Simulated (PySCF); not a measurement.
Geometry:
```json
{"atom": "C1", "x (Å)": "2.534", "y (Å)": "-0.059", "z (Å)": "0.076"}
{"atom": "S2", "x (Å)": "1.581", "y (Å)": "0.325", "z (Å)": "-1.424"}
{"atom": "O3", "x (Å)": "1.607", "y (Å)": "1.823", "z (Å)": "-1.543"}
{"atom": "C4", "x (Å)": "-0.037", "y (Å)": "-0.113", "z (Å)": "-0.743"}
{"atom": "C5", "x (Å)": "-0.445", "y (Å)": "-1.443", "z (Å)": "-0.647"}
{"atom": "C6", "x (Å)": "-1.716", "y (Å)": "-1.724", "z (Å)": "-0.150"}
{"atom": "C7", "x (Å)": "-2.567", "y (Å)": "-0.682", "z (Å)": "0.224"}
{"atom": "C8", "x (Å)": "-2.151", "y (Å)": "0.644", "z (Å)": "0.100"}
{"atom": "C9", "x (Å)": "-0.880", "y (Å)": "0.936", "z (Å)": "-0.393"}
{"atom": "H10", "x (Å)": "3.579", "y (Å)": "0.198", "z (Å)": "-0.147"}
{"atom": "H11", "x (Å)": "2.444", "y (Å)": "-1.125", "z (Å)": "0.327"}
{"atom": "H12", "x (Å)": "2.149", "y (Å)": "0.576", "z (Å)": "0.886"}
{"atom": "H13", "x (Å)": "0.220", "y (Å)": "-2.254", "z (Å)": "-0.959"}
{"atom": "H14", "x (Å)": "-2.048", "y (Å)": "-2.761", "z (Å)": "-0.064"}
{"atom": "H15", "x (Å)": "-3.565", "y (Å)": "-0.907", "z (Å)": "0.606"}
{"atom": "H16", "x (Å)": "-2.824", "y (Å)": "1.457", "z (Å)": "0.383"}
{"atom": "H17", "x (Å)": "-0.514", "y (Å)": "1.958", "z (Å)": "-0.524"}
```

Geometry: PBE0-D3(BJ)/def2-SVP; GIAO shifts from PySCF 2.14.0 with density-fitted response routines, gas phase, non-relativistic, averaged over equivalent atoms.

At PBE0/pcSseg-1 (200 basis functions, 33 s wall time on 1 thread of an Arm Neoverse V1, shared host):
| atoms | δ (ppm) |
| --- | --- |
| C4 | 155.6 |
| C7 | 135.6 |
| C6/C8 | 134.4 |
| C5/C9 | 128.7 |
| C1 | 48.5 |
| S2 | 289.7 |
| O3 | 50.2 |
| H13/H17 | 7.83 |
| H14/H16 | 7.64 |
| H15 | 7.56 |
| H10/H11/H12 | 2.28 |

Chemical shifts δ = σref − σ; $^{13}$C (184.41 ppm), $^{1}$H (31.27 ppm) against TMS; $^{33}$S (495.66 ppm) against CS2; $^{17}$O (334.56 ppm) against H2O, all at this level.

Estimate the result of repeating the calculation with HF/pcSseg-1.

## Answers


```csv
atoms,δ at HF/pcSseg-1,change
C4,151.3,-4.3
C7,138.9,+3.3
C6/C8,135.8,+1.4
C5/C9,133.5,+4.8
C1,44.3,-4.2
S2,234.7,-55.0
O3,2.2,-48.0
H13/H17,8.09,+0.26
H14/H16,7.70,+0.06
H15,7.68,+0.12
H10/H11/H12,2.35,+0.07
```

δ = σ(ref) − σ, references computed at the same level: $^{13}$C (σref 190.85) and $^{1}$H (σref 31.69) vs TMS; CS2 for $^{33}$S (σref 513.52); H2O for $^{17}$O (σref 333.31).

The largest change is at S2 (sulfoxide sulfur). Cost: 200 basis functions, 17 s wall time on 1 thread of an Arm Neoverse V1, shared host. The order of the carbon signals is the same at both levels.

Experimental scales use liquid or dissolved standards, which lie at an offset from isolated H2O (liquid H2O: subtract about 36 ppm).
